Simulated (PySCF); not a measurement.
C2H9AlN (SMILES [CH3][Al+]([CH3])<-[NH3]), charge +1, singlet, geometry from GFN2-xTB (such geometries of metal compounds can be far from the true shape). Base run: PySCF with PBE/STO-3G.

Geometry (Å):
```xyz
13

Al     0.0120     0.3467     0.0876
C      1.4876     0.9776    -1.0455
H      2.4514     0.5473    -0.7432
H      1.6035     2.0669    -1.0063
H      1.3343     0.7101    -2.0999
C     -1.4431     0.4495     1.4036
H     -2.3778     0.0262     1.0110
H     -1.6607     1.4816     1.7015
H     -1.2054    -0.0998     2.3240
N     -0.0515    -1.6669    -0.4178
H     -0.7250    -1.8520    -1.1643
H     -0.3302    -2.2600     0.3673
H      0.8478    -2.0214    -0.7515
```
Charge +1, spin multiplicity 1.
All else is at PySCF's defaults.

Each row names what was changed in the base input (with any setting that the change needs).

| change | E (Eh) | HOMO (eV) | HOMO-LUMO gap (eV) | core-seconds (rough) | outcome |
|---|---|---|---|---|---|
| base | -373.78664 | -10.09 | 7.40 | 6 | converged |
| functional = tpssh | -374.17588 | -10.86 | 8.72 | 8 | converged |
| functional = bp86 | -374.12758 | -10.20 | 7.37 | 6 | converged |
| functional = hse06 | -373.89283 | -11.04 | 9.06 | 10 | converged |
| functional = pbe0 | ___ | ___ | ___ | 7 | converged |
| functional = blyp; dispersion = d3zero | ___ | ___ | ___ | 5 | converged |
| functional = mn15 | -372.59382 | -12.10 | 10.81 | 6 | converged |
| functional = b3lyp5 | -373.98944 | -11.11 | 9.27 | 6 | converged |
| functional = revpbe | -374.03810 | -10.11 | 7.49 | 5 | converged |
| functional = b97-1 | -374.08036 | -11.19 | 9.49 | 6 | converged |
| functional = r2scan | -374.02726 | -10.40 | 8.13 | 8 | converged |
| functional = wb97m_v | - | - | - | - | cut at the time limit |
| functional = x3lyp | ___ | ___ | ___ | 7 | converged |

**Question.** Fill in the missing entries.

**Answer.** 
- functional = pbe0, E (Eh): -373.86810
- functional = pbe0, HOMO (eV): -11.43
- functional = pbe0, HOMO-LUMO gap (eV): 9.87
- functional = blyp; dispersion = d3zero, E (Eh): -374.00499
- functional = blyp; dispersion = d3zero, HOMO (eV): -9.98
- functional = blyp; dispersion = d3zero, HOMO-LUMO gap (eV): 7.30
- functional = x3lyp, E (Eh): -374.02442
- functional = x3lyp, HOMO (eV): -11.24
- functional = x3lyp, HOMO-LUMO gap (eV): 9.44

Absolute energies of different levels of theory aren't comparable as measures of quality.
